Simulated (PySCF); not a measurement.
ZnP: energy against distance

Set-up: basis Zn def2-SVP, P def2-SVP; no relativity; PySCF 2.14. Energies in eV from Zn + P in their ground configurations at the same level. State: ⁴Σ⁻ (quartet), unpaired electrons σ ↑, π ↑↑.

All columns are PBE. A positive dipole means Zn(−)P(+).

```tsv
R (Å)	E (eV)	μ (D)	Mulliken charge on Zn (basis-dependent)	HOMO (eV)	LUMO (eV)	Mayer bond order	⟨S²⟩
2.126	-0.191	-0.70	0.05	-4.05	-4.01	1.10	3.75
2.225	-0.398	-0.84	0.07	-4.13	-3.87	1.02	3.75
2.324	-0.504	-0.96	0.09	-4.20	-3.73	0.94	3.75
2.398	-0.539	-1.04	0.10	-4.26	-3.65	0.88	3.75
2.472	-0.547	-1.10	0.11	-4.32	-3.57	0.82	3.76
2.546	-0.537	-1.14	0.12	-4.38	-3.50	0.77	3.76
2.645	-0.506	-1.18	0.12	-4.47	-3.43	0.69	3.76
2.769	-0.451	-1.19	0.12	-4.57	-3.36	0.60	3.76
2.917	-0.378	-1.14	0.11	-4.70	-3.30	0.50	3.76
3.115	-0.287	-1.03	0.09	-4.87	-3.35	0.38	3.75
```

A fit through these points gives, at Re = 2.464 Å, μ = -1.09 D and dμ/dR = -0.752 D/Å; the reduced mass is 20.86 u.

**Question.** How strong is the fundamental in the double-harmonic approximation, I = 42.26·(dμ/dR)²/μred km/mol?

**Answer.** I = 42.26·(-0.752)²/20.86 = 1.15 km/mol at PBE.

The state was picked by a PBE0 search and need not be the measured ground state.
